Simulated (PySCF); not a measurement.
**C5H8OSi: core ionisation energies**

Species: C5H8OSi.
Numbering: `[SiH3:1][CH2:2][c:3]1[cH:4][cH:5][cH:6][o:7]1`

Structure used (PBE0-D3(BJ)/def2-SVP), in Å, numbered top down from 1:
```
atom  x, y, z in Å
Si1   -2.3690   -0.3008    0.2441
C2    -0.9739   -1.3016   -0.5701
C3     0.3790   -0.7610   -0.2989
C4     1.4181   -1.1749    0.4873
C5     2.4418   -0.1827    0.3590
C6     1.9458    0.7564   -0.4920
O7     0.7003    0.4144   -0.8900
H8    -2.2227   -0.3491    1.7303
H9    -2.3256    1.1208   -0.2073
H10   -3.6908   -0.8911   -0.1343
H11   -1.0310   -2.3359   -0.1989
H12   -1.1646   -1.3384   -1.6567
H13    1.4485   -2.0846    1.0830
H14    3.4200   -0.1748    0.8351
H15    2.3409    1.6844   -0.8968
```

Method used: PySCF, delta-SCF UKS SCAN, pcX-2 on the ionised atom, pcseg-1 elsewhere, spin-free X2C. These are vertical core ionisation energies against the vacuum level, from separate self-consistent calculations with and without the core hole.

Task: Give the core binding energies atom by atom.

Result: 
```tsv
atom(s)	environment	level	binding energy (eV)	2p1/2 (eV)	above the level's lowest (eV)	count
Si1	SiH3 silicon	Si 2p3/2	106.62	107.24	0.00	1
C4	aromatic CH carbon	C 1s	290.06	–	0.00	1
C5	aromatic CH carbon	C 1s	290.28	–	+0.22	1
C2	sp3 carbon bound to silicon	C 1s	290.67	–	+0.61	1
C6	aromatic CH next to a ring oxygen	C 1s	291.27	–	+1.21	1
C3	substituted aromatic carbon	C 1s	291.61	–	+1.55	1
O7	furan-type oxygen	O 1s	539.69	–	0.00	1
Si1	SiH3 silicon	Si 1s	1846.35	–	0.00	1
```

Lowest listed C 1s: C4, bonded to 2 C (aromatic in the SMILES) and H. Highest, 1.55 eV above it: C3, bonded to O (aromatic in the SMILES), C (aromatic in the SMILES) and C. The widest gap between neighbouring values is 0.60 eV, between 290.67 and 291.27 eV.

Task: Which photon energy gives electrons from C 1s of C6 a kinetic energy of 200 eV, and what is their de Broglie wavelength?

Result: hν = 291.27 + 200 = 491.27 eV, recoil neglected; λ = 12.264 Å/√(E/eV) = 0.87 Å.

2p3/2 and 2p1/2 are the ΔSCF energy of one spin-free 2p hole plus the eigenvalues of a spin–orbit and ligand-field matrix of the shell. 2p1/2 minus 2p3/2 (ligand field included): Si 0.62 eV. Isolated species at its PBE0-D3(BJ)/def2-SVP geometry (one conformer only).
